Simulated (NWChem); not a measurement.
The numbers come from NWChem runs, not from measurements. System: H4BO2P, charge 1, spin multiplicity 2, at the geometry of a parent with another charge or spin, in a state set for the comparison that need not be this species' ground state. Its SCF solution wasn't tested for a lower state. Level: ROCCSD(T)/cc-pVDZ, 8 core orbitals frozen.

Part of the output:

```
             Northwest Computational Chemistry Package (NWChem) 7.3.0
             --------------------------------------------------------

                                NWChem Input Module
                                -------------------

 Scaling coordinates for geometry "geometry" by  1.889725989
 (inverse scale =  0.529177249)

 Turning off AUTOSYM since
 SYMMETRY directive was detected!

                             Geometry "geometry" -> ""
                             -------------------------

 Output coordinates in angstroms (scale by  1.889725989 to convert to a.u.)

  No.       Tag          Charge          X              Y              Z
 ---- ---------------- ---------- -------------- -------------- --------------
    1 B                    5.0000     0.33234100     0.37723800     0.00000000
    2 O                    8.0000     0.73206500     0.86789800    -1.21877800
    3 H                    1.0000     1.34117800     1.62812800    -1.16751100
    4 O                    8.0000     0.73206500     0.86789800     1.21877800
    5 H                    1.0000     1.34117800     1.62812800     1.16751100
    6 P                   15.0000    -1.01528900    -1.02925700     0.00000000
    7 H                    1.0000    -0.41387900    -1.79497900     1.05679500
    8 H                    1.0000    -0.41387900    -1.79497900    -1.05679500

 Effective nuclear repulsion energy (a.u.)     147.8350306235

            Nuclear Dipole moment (a.u.)
            ----------------------------
        X                 Y               Z
 ---------------- ---------------- ----------------
     0.0000151178     0.0000018897    -0.0000000000

      Symmetry information
      --------------------

 Group name             Cs
 Group number              2
 Group order               2
 No. of unique centers     5

      Symmetry unique atoms

     1    2    3    6    7


 Summary of "ao basis" -> "" (spherical)
 ------------------------------------------------------------------------------
       Tag                 Description            Shells   Functions and Types
 ---------------- ------------------------------  ------  ---------------------
 *                          cc-pvdz                   on all atoms

 Summary of "ao basis" -> "ao basis" (spherical)
 ------------------------------------------------------------------------------
       Tag                 Description            Shells   Functions and Types
 ---------------- ------------------------------  ------  ---------------------
 B                          cc-pvdz                  6       14   3s2p1d
 O                          cc-pvdz                  6       14   3s2p1d
 H                          cc-pvdz                  3        5   2s1p
 P                          cc-pvdz                  8       18   4s3p1d

                                 NWChem SCF Module
                                 -----------------

  ao basis        = "ao basis"
  functions       =    80
  atoms           =     8
  closed shells   =    19
  open shells     =     1
  charge          =   1.00
  wavefunction    = ROHF
  use symmetry    = T
  symmetry adapt  = T

 Summary of "ao basis" -> "ao basis" (spherical)
 ------------------------------------------------------------------------------
       Tag                 Description            Shells   Functions and Types
 ---------------- ------------------------------  ------  ---------------------
 B                          cc-pvdz                  6       14   3s2p1d
 O                          cc-pvdz                  6       14   3s2p1d
 H                          cc-pvdz                  3        5   2s1p
 P                          cc-pvdz                  8       18   4s3p1d

      Symmetry analysis of basis
      --------------------------

        a'         47
        a"         33

 Forming initial guess at       0.0s

 Swapping ROHF orbitals    18   20

      Symmetry analysis of molecular orbitals - initial
      -------------------------------------------------

  Numbering of irreducible representations:

     1 a'          2 a"

  Orbital symmetries:

     1 a'          2 a"          3 a'          4 a'          5 a'
     6 a'          7 a"          8 a'          9 a'         10 a"
[...]
  --------------------------------------

    Atom       Charge   Shell Charges
 -----------   ------   -------------------------------------------------------
    1 B    5     4.65   2.00  0.58  0.10  1.42  0.22  0.32
    2 O    8     8.23   2.00  0.83  0.82  2.85  1.71  0.01
    3 H    1     0.78   0.65  0.04  0.08
    4 O    8     8.23   2.00  0.83  0.82  2.85  1.71  0.01
    5 H    1     0.78   0.65  0.04  0.08
    6 P   15    14.62   2.00  2.02  0.87  0.67  6.00  1.78  1.15  0.13
    7 H    1     0.87   0.68  0.17  0.02
    8 H    1     0.87   0.68  0.17  0.02

 Mulliken analysis of the open-shell density
 -------------------------------------------

    Atom       Charge   Shell Charges
 -----------   ------   -------------------------------------------------------
    1 B    5     0.04  -0.00  0.01  0.00  0.03 -0.00  0.01
    2 O    8     0.00  -0.00  0.00 -0.00  0.00  0.00  0.00
    3 H    1     0.00   0.00  0.00  0.00
    4 O    8     0.00  -0.00  0.00 -0.00  0.00  0.00  0.00
    5 H    1     0.00   0.00  0.00  0.00
    6 P   15     0.91   0.00  0.00  0.08  0.07  0.00  0.44  0.32  0.00
    7 H    1     0.02   0.02  0.00  0.00
    8 H    1     0.02   0.02  0.00  0.00

       Multipole analysis of the density wrt the origin
       ------------------------------------------------

     L   x y z        total         open         nuclear
     -   - - -        -----         ----         -------
     0   0 0 0      1.000000     -1.000000     40.000000

     1   1 0 0     -0.393863      2.497450      0.000015
     1   0 1 0     -0.523708      1.818502      0.000002
     1   0 0 1     -0.000000     -0.000000     -0.000000

     2   2 0 0    -13.789730     -9.191052    101.879766
     2   1 1 0      7.342257     -4.744030    115.418616
     2   1 0 1      0.000000     -0.000000     -0.000000
     2   0 2 0    -11.073530     -4.776881    144.269370
     2   0 1 1      0.000000     -0.000000     -0.000000
     2   0 0 2    -22.201022     -1.267755    102.584223

                   NWChem Extensible Many-Electron Theory Module
                   ---------------------------------------------


            General Information
            -------------------
      Number of processors :     1
         Wavefunction type : Restricted open-shell Hartree-Fock
          No. of electrons :    39
           Alpha electrons :    20
            Beta electrons :    19
           No. of orbitals :   160
            Alpha orbitals :    80
             Beta orbitals :    80
        Alpha frozen cores :     8
         Beta frozen cores :     8
     Alpha frozen virtuals :     0
      Beta frozen virtuals :     0
         Spin multiplicity : doublet
    Number of AO functions :    80
       Number of AO shells :    38
        Use of symmetry is : on
      Symmetry adaption is : on
         Schwarz screening : 0.10D-09

          Correlation Information
          -----------------------
          Calculation type : Coupled-cluster singles & doubles w/ perturbation
   Perturbative correction : (T)
            Max iterations :      100
        Residual threshold : 0.10D-05
     T(0) DIIS level shift : 0.00D+00
     L(0) DIIS level shift : 0.00D+00
     T(1) DIIS level shift : 0.00D+00
     L(1) DIIS level shift : 0.00D+00
     T(R) DIIS level shift : 0.00D+00
     T(I) DIIS level shift : 0.00D+00
   CC-T/L Amplitude update :  5-th order DIIS
                I/O scheme : Global Array Library
        L-threshold :  0.10D-05
        EOM-threshold :  0.10D-05
 no EOMCCSD initial starts read in
 TCE RESTART OPTIONS
 SLICE:      F
 D4D5:       F
 quantumc:   F
 qrotation:  F
 pwtce:      F
 qducc:      F
 nacto:                         0
 nrotv:                         0
 nrot:                          0

            Memory Information
            ------------------
          Available GA space size is     249024000 doubles
          Available MA space size is     104852356 doubles

 Maximum block size supplied by input
 Maximum block size        24 doubles

 tile_dim =     17

 -------------------------------------------------
   1    alpha     a'     6 doubles       0       1
   2    alpha     a'     1 doubles       6       2
   3    alpha     a"     5 doubles       7       3
   4    beta      a'     6 doubles      12       4
   5    beta      a"     5 doubles      18       5
   6    alpha     a'    17 doubles      23       6
   7    alpha     a'    17 doubles      40       7
   8    alpha     a"    13 doubles      57       8
   9    alpha     a"    13 doubles      70       9
  10    beta      a'     1 doubles      83      10
  11    beta      a'    17 doubles      84      11
  12    beta      a'    17 doubles     101      12
  13    beta      a"    13 doubles     118      13
  14    beta      a"    13 doubles     131      14

 Global array virtual files algorithm will be used

 Parallel file system coherency ......... OK

 4-electron integrals stored in orbital form

 v2    file size   =          2741413
 4-index algorithm nr.  13 is used
 imaxsize =       30
 imaxsize ichop =        0


CCSD iterations
 ---------------------------------------------------------
 Iter          Residuum       Correlation     Cpu    Wall
 ---------------------------------------------------------
    1   0.1912057783209  -0.5612492675866     0.5     0.5
    2   0.0524060471149  -0.5790955534637     0.5     0.5
    3   0.0229188153997  -0.5894405474618     0.7     0.7
    4   0.0152100753194  -0.5917839589071     0.8     0.8
    5   0.0172092867558  -0.5925962789320     0.8     0.8
    6   0.0028458227249  -0.5935049813496     0.8     0.8
    7   0.0017292240916  -0.5934001833509     0.7     0.7
    8   0.0011109129127  -0.5934045927906     0.7     0.7
    9   0.0012331465640  -0.5934225306274     0.7     0.7
   10   0.0009926460296  -0.5934463366670     0.7     0.7
   11   0.0002461986759  -0.5934726095164     0.7     0.7
   12   0.0002163575468  -0.5934717777804     0.7     0.7
   13   0.0001567092829  -0.5934696618299     0.8     0.8
   14   0.0002003400342  -0.5934713232206     0.8     0.8
   15   0.0001826687601  -0.5934698340782     0.8     0.8
   16   0.0000292005784  -0.5934709394589     0.6     0.6
   17   0.0000269047085  -0.5934702357187     0.5     0.5
   18   0.0000194136973  -0.5934704910562     0.7     0.7
   19   0.0000259714073  -0.5934709299128     0.8     0.8
   20   0.0000249969867  -0.5934708666602     0.5     0.5
   21   0.0000035736150  -0.5934716974348     0.6     0.6
   22   0.0000024539522  -0.5934714056920     0.7     0.7
   23   0.0000016340400  -0.5934713454833     0.8     0.8
   24   0.0000018067608  -0.5934713539669     0.7     0.7
   25   0.0000015050358  -0.5934713208543     0.7     0.7
   26   0.0000003977512  -0.5934713324719     0.8     0.8
 -----------------------------------------------------------------
 Iterations converged
 CCSD correlation energy / hartree =        -0.593471332471926
 CCSD total energy / hartree       =      -517.869040558962638

 Singles contributions

 Doubles contributions
 CCSD(T)
 Using plain CCSD(T) code
             total no. of tasks          740
 total no. of tasks / no. procs          740
                         wl_min          150           2.3
                         wl_max      1061208          10.1
        thresh for no. of tasks          740

 CCSD[T]  correction energy / hartree =        -0.017635151432640
 CCSD[T] correlation energy / hartree =        -0.611106483904565
 CCSD[T] total energy / hartree       =      -517.886675710395252
 CCSD(T)  correction energy / hartree =        -0.016261085439459
 CCSD(T) correlation energy / hartree =        -0.609732417911385
 CCSD(T) total energy / hartree       =      -517.885301644402148

 Task  times  cpu:       56.1s     wall:       56.1s

 Total times  cpu:       56.1s     wall:       56.1s
```

Problem. Write an NWChem input that would produce this output.

Solution. Several could match; the one computed here: 
```
start mol
memory heap 100 mb stack 700 mb global 1900 mb
charge 1
geometry units angstroms nocenter noautoz
  B      0.332341     0.377238     0.000000
  O      0.732065     0.867898    -1.218778
  H      1.341178     1.628128    -1.167511
  O      0.732065     0.867898     1.218778
  H      1.341178     1.628128     1.167511
  P     -1.015289    -1.029257     0.000000
  H     -0.413879    -1.794979     1.056795
  H     -0.413879    -1.794979    -1.056795
  symmetry group Cs
end
basis spherical
  * library cc-pvdz
end
scf
  rohf
  nopen 1
  maxiter 100
  thresh 1e-7
  semidirect memsize 60000000 filesize 0
  # guess.movecs holds the orbitals of an unrestricted PBE0 run
  vectors input guess.movecs swap 18 20 output mol.movecs
end
tce
  freeze core 8
  ccsd(t)
  2eorb
  2emet 13
  thresh 1e-6
  maxiter 100
  tilesize 24
end
task tce energy
```
